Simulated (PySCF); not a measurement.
Computed IR spectrum (relative IR intensity) of a molecule C3H5BF2O. Geometry: PBE-D3(BJ)/def2-SVP. Other conformers were not sampled. These are PBE-D3(BJ)/def2-SVP (PySCF) values and carry that method's errors. Harmonic, unscaled wavenumbers; measured fundamentals usually lie a few per cent lower.

```csv
ν (cm⁻¹),relative intensity
269,5.0
452,7.2
517,9.2
583,3.5
633,24
832,9.3
859,17
933,57
1126,42
1173,100
1261,7.9
1339,77
1363,31
1377,2.3
1417,37
1656,28
2966,2.2
3059,8.8
3119,3.4
3732,28
```

Which structure fits?
(A) C=C(F)B(O)CF
(B) C/C(=C/F)B(O)F
(C) CB(O)/C(F)=C\F
(D) OB1C[C@@H](F)[C@@H]1F

C, CB(O)/C(F)=C\F
